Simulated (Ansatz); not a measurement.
The cluster VO₄H₃⁺. Total charge 1; doublet. Geometry r2SCAN-D4/def2-SVP, that of the neutral singlet; atoms count from 1.

```xyz
8

V    -0.404   -0.261    0.073
O    -0.613    1.238   -1.000
O     0.638    0.604   -1.451
O    -1.016   -1.597   -0.454
O     0.771   -0.381    1.373
H     1.320    1.211   -1.105
H     1.016   -1.209    1.813
H    -1.712    0.395    0.752
```

The structure holds one bond between oxygen atoms, so isomers without such links may lie far lower. The structure comes from a short search, and lower isomers may exist.

(1) Estimate the Mulliken populations from the PBE0/def2-TZVP orbitals of Ansatz.

(2) Where does the spin sit?

(3) And the Mayer bond orders between heavy atoms (over 0.3)?

## Answers

(1) 
| atom | charge (e) | spin (α − β) | d electrons |
| --- | --- | --- | --- |
| V1 | 1.10 | -0.10 | 3.21 |
| O2 | -0.04 | 0.54 | – |
| O3 | -0.17 | 0.07 | – |
| O4 | -0.29 | 0.29 | – |
| O5 | -0.59 | 0.00 | – |
| H6 | 0.42 | 0.00 | – |
| H7 | 0.39 | 0.00 | – |
| H8 | 0.18 | 0.19 | – |
Mulliken values depend strongly on the basis.

(2) Summed by element: V -0.10, O 0.90, H 0.19, of 1 unpaired in all. Largest on single atoms: O2 0.54, O4 0.29, H8 0.19.

(3) V1–O2 0.74 (1.85 Å); V1–O3 0.40 (2.04 Å); V1–O4 2.18 (1.56 Å); V1–O5 1.23 (1.76 Å); O2–O3 0.96 (1.47 Å).
